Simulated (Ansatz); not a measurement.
Method: frozen-core CCSD(T)/cc-pVTZ (Ansatz, an electronic-structure program).

Ansatz 0.2 input:
```yaml
crystal:
  periodic: [false, false, false]
  atoms:
    - { symbol: Br, position_ang: [0.0, 0.0, 0.0] }
basis:
  gaussian: { orbitals: cc-pVTZ }
correlation:
  method: ccsd_t
magnetization:
  spin_polarized: true
  initial_magnetization: 1
```

Output:

```
Functional definition: HF
276 factors; integrals over basis functions are off by at most 1.8e-4 eV
mean field evaluation 1: about -69999.6032 eV, gradient 5.1e0 eV
mean field evaluation 2: about -69999.6036 eV, gradient 5.1e0 eV
mean field evaluation 4: about -69999.7946 eV, gradient 5.2e-1 eV
mean field evaluation 8: about -69999.7968 eV, gradient 1.1e-3 eV
mean field evaluation 16: about -69999.7950 eV, gradient 5.3e-1 eV
mean field evaluation 32: about -69999.7968 eV, gradient 4.2e-3 eV
mean field evaluation 64: about -69999.7968 eV, gradient 7.5e-4 eV
mean field -69999.79681619 eV, -2572.4450854287 hartree, gradient 4.6e-7 eV, S^2 0.758700; 4 other end points of the search recorded, 0 dependent functions left out
9 core orbitals not correlated
reference -69999.79681619 eV, -2572.4450854287 hartree; 9, 8 occupied and 25, 26 virtual orbitals, 276 factors
second order -5.28897282 eV of doubles, -0.00000000 eV of singles
cycle   1  -5.56230103 eV  change   -2.7e-1 eV  update   4.0e-2
cycle   2  -5.70632622 eV  change   -1.4e-1 eV  update   1.2e-2
cycle   3  -5.70906062 eV  change   -2.7e-3 eV  update   3.1e-3
cycle   4  -5.70984639 eV  change   -7.9e-4 eV  update   7.8e-4
cycle   5  -5.70970725 eV  change    1.4e-4 eV  update   1.6e-4
cycle   6  -5.70970002 eV  change    7.2e-6 eV  update   4.7e-5
cycle   7  -5.70971607 eV  change   -1.6e-5 eV  update   1.3e-5
perturbative correction -0.17067464 eV, -0.0062721772 hartree
Total energy: -70005.67720690 eV, -2572.6611858012 hartree
```

Cost: about 5 core-seconds (a rough figure).
